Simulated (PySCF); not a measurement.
Gas-phase reaction: 2 TiCl₃OH + Cl₂ = 2 TiCl₄ + H₂O₂. Level: M06-2X/def2-TZVP†; standard pressure 1 bar.

Energies from PySCF, thermal terms from the rigid-rotor harmonic-oscillator model, ideal gas at 1 bar. S°(298 K) at PBE0/def2-TZVP differs from the NASA 1993 table for H₂O₂ (-8 J/mol/K); whether the harmonic model or the table's entry is off was not settled. † marks an energy on the PBE0/def2-TZVP geometry and frequencies. All species are closed-shell singlets. No R ln 2 is added for the mirror-image form of H₂O₂. TiCl₃OH: computed as isolated molecules; such fragments, hydroxides, amides, oligomers or adducts are transient or little studied in the gas. The harmonic model lacks anharmonicity and excited electronic states, which grow with temperature; levels with a mode under 35 cm⁻¹ are left out. Internal rotation in H₂O₂ is treated as a harmonic vibration of one conformer, which makes the entropy rough. Soft modes under 120 cm⁻¹ make the harmonic entropy rough for TiCl₃OH, TiCl₄.

```json
[
 {"T (K)": "800", "1000/T (1/K)": "1.2500", "log10 K": "-13.59"},
 {"T (K)": "1000", "1000/T (1/K)": "1.0000", "log10 K": "-11.66"},
 {"T (K)": "1200", "1000/T (1/K)": "0.8333", "log10 K": "?"},
 {"T (K)": "1400", "1000/T (1/K)": "0.7143", "log10 K": "-9.50"},
 {"T (K)": "1600", "1000/T (1/K)": "0.6250", "log10 K": "-8.83"},
 {"T (K)": "1800", "1000/T (1/K)": "0.5556", "log10 K": "-8.32"}
]
```

**Question.** Fit log10 K = a + b·(1000/T) to the five rows, get the mean ΔH° and ΔS°, and predict log10 K at 1200 K.

**Answer.** Means: 1000/T = 0.8290, log10 K = -10.380. Sums of products about the means: Sxy = -2.55063, Sxx = 0.336002, so b = Sxy/Sxx = -7.59 and a = -10.380 − (-7.59)×0.8290 = -4.09.
ΔH° = −R ln 10 × 1000 K × b = −19.145 × (-7.59) = 145 kJ; ΔS° = R ln 10 × a = -78 J/K. The run's own values go from 148 kJ and -75 J/K at 800 K to 141 kJ and -81 J/K at 1800 K.
Prediction at 1200 K: -4.09 + (-7.59)×0.8333 = -10.41. The computed value is -10.40, 0.01 from the line.
For scale, ΔH°(298 K) is 155 kJ at this level, 149 kJ at ωB97M-V/def2-TZVP†, and runs from 120 to 189 kJ over the 19 levels computed.
